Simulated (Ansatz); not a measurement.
A structure relaxed at PBE0-D4/def2-SVP in Ansatz, charge 0, doublet:

```xyz
9

Li   -2.6130    0.9305   -0.4507
Li    0.6996   -1.0995   -2.1226
Li    1.0169    1.8773    1.4407
Si    1.2105   -0.5818    0.4338
Si   -0.0186   -2.3414    1.2171
Si   -0.9061    0.1477    1.5204
Si    2.1821    1.1328   -0.8146
Si   -1.3367   -1.1939   -0.3994
Si   -0.2347    1.1282   -0.8246
```

(1) Give its formula.

(2) Summarise the bond lengths by kind (pairs closer than 1.2 times the sum of covalent radii, bridged metal pairs left out).

## Answers

(1) Li3Si6 (the lowest doublet isomer of a short search).

(2) 10 × Si–Si 2.28 to 2.66 Å; 10 × Li–Si 2.42 to 2.74 Å.

The structure comes from a short search, and lower isomers may exist.
